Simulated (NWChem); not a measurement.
System: ZnHI; SMILES [ZnH][I]

Here is an NWChem input.

```
start job
memory heap 200 mb stack 900 mb global 1100 mb
geometry units angstroms noautosym nocenter noautoz
  Zn     0.000000     0.000000    -1.495117
  H      0.000000     0.000000    -3.031335
  I      0.000000     0.000000     0.943108
end
basis spherical
  * library def2-svpd
end
ecp
  I library def2-ecp
end
dft
  xc xpbe96 cpbe96
  iterations 150
end
property
  response 1 0.0
end
task dft property
```

The geometry was optimised at PBE0/def2-SVP. Not confirmed as a minimum by frequencies. def2 effective core potentials on I; no spin-orbit coupling.

Static field.

Predict the main results of this run. (PBE/def2-SVPD with def2 effective core potentials on I.) Quantities: isotropic polarisability (bohr³); anisotropy (bohr³).


```
Property                          Value
--------------------------------  -----
isotropic polarisability (bohr³)   65.3
anisotropy (bohr³)                 36.3
```
